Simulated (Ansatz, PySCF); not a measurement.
Conformers of CH5BClN (SMILES CNBCl), B3LYP-D3(BJ)/def2-TZVP minima from an xTB search, which can miss the lowest.
Conformer 1 (charge 0, multiplicity 1):
```xyz
9

C     -1.0303    -0.5354    -0.0674
N     -0.0763     0.5558     0.0530
B      1.3070     0.5104     0.0690
Cl     2.1875    -1.0324    -0.0678
H     -1.6826    -0.5826     0.8076
H     -0.4929    -1.4765    -0.1483
H     -1.6530    -0.4140    -0.9567
H     -0.5009     1.4670     0.1352
H      1.9415     1.5076     0.1754
```

Correlated levels freeze the cores. CBS(a, b) extrapolates the correlation energy as X⁻³ and adds the Hartree–Fock energy of set b. MP2 and its Hartree–Fock in cc-pV(Q+d)Z are density fitted. Rows in 6-31G* carry no dispersion term and start afresh at each structure (6-31G* with six Cartesian d functions).

Run with Ansatz (Gaussian basis) for Hartree–Fock, density functionals and correlated methods; PySCF for 6-31G* rows. Values without a source in brackets are computed.

Electronic energies of 2 conformers above conformer 1 (kcal/mol):

| level | conformer 1 | conformer 2 |
|---|---|---|
| PBE/def2-TZVPP | 0.00 | -0.07 |
| B3LYP/6-31G* | 0.00 | -0.28 |
| wB97M-V/def2-TZVPP | 0.00 | 0.04 |
| MP2/CBS(cc-pV(T+d)Z, cc-pV(Q+d)Z) + ΔCCSD(T)/cc-pV(D+d)Z | 0.00 | 0.21 |

Problem. Give Boltzmann populations at 298.15 K for each level, counting each conformer once and leaving out zero-point, thermal and symmetry terms.

Solution. 
Weights exp(−E/RT) with RT = 0.5925 kcal/mol, divided by their sum:
- PBE/def2-TZVPP: 47 %, 53 %
- B3LYP/6-31G*: 39 %, 61 %
- wB97M-V/def2-TZVPP: 52 %, 48 %
- MP2/CBS(cc-pV(T+d)Z, cc-pV(Q+d)Z) + ΔCCSD(T)/cc-pV(D+d)Z: 59 %, 41 %
The share of conformer 1 runs from 39 to 59 % over these levels.

Ansatz is a first-principles code.
